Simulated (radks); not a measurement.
Problem. Species: Gd III. Configuration: [Xe] 4f7 6s1 (not the ground configuration). All-electron calculation, Dirac Kohn-Sham, PBE, spin-unpolarised, spherical densities, point nucleus; open shells fill j = l - 1/2 first. Program: a radial shooting solver on a logarithmic mesh with Libxc functionals. Some entries of the table are withheld. Estimate them.

orbital  occ.  eigenvalue (eV)  r(max) (bohr)
1s1/2       2        -50068.09        0.01391
2s1/2       2              (1)            (2)
2p1/2       2        -7858.577            (3)
2p3/2       4        -7162.690            (4)
3s1/2       2        -1847.053         0.2244
3p1/2       2        -1666.316            (5)
3p3/2       4        -1523.566            (6)
3d3/2       4        -1211.782         0.1780
3d5/2       6        -1180.684         0.1815
4s1/2       2        -384.9725         0.5160
4p1/2       2              (7)         0.5204
4p3/2       4              (8)         0.5465
4d3/2       4        -167.0825         0.5544
4d5/2       6        -161.3459         0.5628
5s1/2       2         -65.9789          1.196
5p1/2       2         -46.4867          1.300
5p3/2       4         -42.0318          1.375
4f5/2       6         -25.3156         0.5651
4f7/2       1         -24.5588         0.5699
5d3/2       0         -17.1661          1.818
5d5/2       0         -16.7736          1.854
6s1/2       1         -16.1744          3.012
6p1/2       0         -12.0894          3.538
6p3/2       0         -11.4844          3.715

Solution. 
(1) 2s1/2 eigenvalue (eV): -8275.998
(2) 2s1/2 r(max) (bohr): 0.07916
(3) 2p1/2 r(max) (bohr): 0.05981
(4) 2p3/2 r(max) (bohr): 0.06564
(5) 3p1/2 r(max) (bohr): 0.2117
(6) 3p3/2 r(max) (bohr): 0.2240
(7) 4p1/2 eigenvalue (eV): -314.6322
(8) 4p3/2 eigenvalue (eV): -282.8855
